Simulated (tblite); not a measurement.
C₆H₁₀O₂ (charge +1 and doublet state).
Cartesian coordinates in Å at the GFN2-xTB level; atoms count from 1:
```xyz
18
C6H10O2 angstrom
C     -1.986    0.509    1.170
C     -1.166   -0.518    0.492
C      0.107   -0.405    0.060
C      0.878    0.857   -0.044
C      2.075    0.755   -0.983
O      2.714   -0.468   -0.803
C     -1.896   -1.802    0.283
O     -3.073   -1.916    0.183
H     -1.488    1.473    1.209
H     -2.207    0.211    2.198
H     -2.957    0.570    0.671
H      0.653   -1.278   -0.276
H      0.259    1.714   -0.313
H      1.260    1.035    0.974
H      1.731    0.861   -2.027
H      2.760    1.598   -0.800
H      3.540   -0.512   -1.300
H     -1.214   -2.677    0.260
```

Level: GFN2-xTB in tblite, geometry and Hessian alike; calculated harmonic values, unscaled, isolated species. Errors from tens to a few hundred cm⁻¹ against measured bands are possible. One conformer, not necessarily the lowest. Open shells enter through the occupations alone, without spin polarisation, and single modes of such species can be off by tens of per cent.

Harmonic wavenumbers (cm⁻¹): 45.0, 85.4, 103.5, 130.7, 167.4, 205.9, 251.4, 298.3, 355.8, 381.7, 456.8, 497.2, 604.3, 739.4, 810.9, 863.0, 881.6, 933.2, 957.1, 968.1, 989.6, 1083.3, 1103.7, 1118.5, 1151.5, 1157.8, 1188.7, 1216.6, 1260.8, 1304.6, 1320.8, 1339.5, 1352.6, 1383.3, 1407.3, 1411.7, 1545.3, 1790.5, 2723.6, 2806.3, 2859.6, 2867.2, 2961.4, 2991.5, 2993.9, 3042.0, 3060.7, 3513.9.

A = 4598, B = 899.9, C = 782.5 MHz; mass 114.068 u (most abundant isotopes); point group C1, symmetry number 1; spin multiplicity 2.

**Question.** What is the zero-point energy?

**Answer.** Half the sum of the wavenumbers: 31341 cm⁻¹ = 374.92 kJ/mol.

**Question.** Give the ideal-gas entropy at 400 K and 1 bar in the rigid-rotor, harmonic-oscillator model (classical rotation).

**Answer.** Translation 174.04, rotation 124.94, vibration 160.49, spin (R ln 2) 5.76: S = 465.2 J/(mol K).

**Question.** And Cp and H(400 K) − H(0)?

**Answer.** Cp = 191.76 J/(mol K), of which vibrations give 158.50 (their classical limit is 48 R = 399.1); H(400 K) − H(0) = 46.15 kJ/mol without the zero-point energy, 32.85 from vibrations.

**Question.** Which modes carry the vibrational entropy at 400 K?

**Answer.** 45.0 cm⁻¹: 23.46; 85.4 cm⁻¹: 18.16; 103.5 cm⁻¹: 16.58; 130.7 cm⁻¹: 14.67; 167.4 cm⁻¹: 12.66; 205.9 cm⁻¹: 11.00 J/(mol K); the other 42 give 63.97 together.

**Question.** What must be added to the electronic energy to get the Gibbs energy at 400 K and 1 bar?

**Answer.** ZPE + [H(400 K) − H(0)] − T·S = 374.92 + 46.15 − 186.09 = 234.98 kJ/mol.

**Question.** Blend soft modes into free rotors: weight 1/[1 + (100 cm⁻¹/ν̃)⁴] for the oscillator and the rest for a rotor with moment μB/(μ + B), μ = h/(8π²ν), B = 10⁻⁴⁴ kg m². What vibrational entropy results?

**Answer.** 148.43 J/(mol K) in place of 160.49, which changes −T·S at 400 K by +4.82 kJ/mol.

Hindered rotation and anharmonicity are outside this model. Other conformers, if any are populated, would add a mixing term that is left out. The structure is chiral; the term R ln 2 for an equal mix with its mirror image is left out.

Hardware: Arm Neoverse V2, one thread, no GPU, shared host. Cost: 0.48 s of wall time. The figure is for the frequency step alone.
